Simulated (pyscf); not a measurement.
**H₃Si–Se–Ge:–Cl, singlet**

Gas-phase minimum from PySCF at ωB97X-D3(BJ)/def2-SVP, one conformer. Other isomers of H₃Si–Se–Ge:–Cl [singlet] were not searched in full and may lie lower. 

```
Si
H 1 1.4840
H 1 1.4840 2 111.69
H 1 1.4897 2 109.60 3 121.66
Se 1 2.2866 2 110.94 4 114.00
Ge 5 2.3387 1 102.95 2 62.41
Cl 6 2.2051 5 100.76 1 -0.05
```
Charge 0, spin multiplicity 1.

Properties at ωB97X-D3(BJ)/def2-SVP:

```json
{
  "harmonic_wavenumbers_unscaled": "62, 137, 154, 225, 301, 392, 414, 603, 615, 919, 947, 966, 2267, 2289, 2300 cm⁻¹",
  "zero_point_energy": "18.0 kcal/mol",
  "rotational_symmetry_number": "1",
  "Entropy of this conformer at 298 K and 1 atm, rigid rotor and harmonic oscillator, modes under 100 cm⁻¹ raised to 100": "363.0 J/(mol K)",
  "dipole_moment": "0.50 D"
}
```

Single-point totals, which compare only within one level:

| level | total energy (hartree) |
|---|---|
| ωB97X-D3(BJ)/def2-TZVP | -5230.09216 |
| PBE/def2-TZVP | -5229.15812 |
| r²SCAN/def2-TZVP | -5230.09409 |
| B3LYP-D3(BJ)/def2-TZVP | -5230.30997 |
| PBE0-D3(BJ)/def2-TZVP | -5229.36019 |
| M06-2X/def2-TZVP | -5230.16076 |
| ωB97M-D3(BJ)/def2-TZVP | -5230.29504 |

Soft torsions are taken as harmonic, which can shift the entropy by several J/(mol K). Elements up to Kr have no core potential and no relativistic terms here.
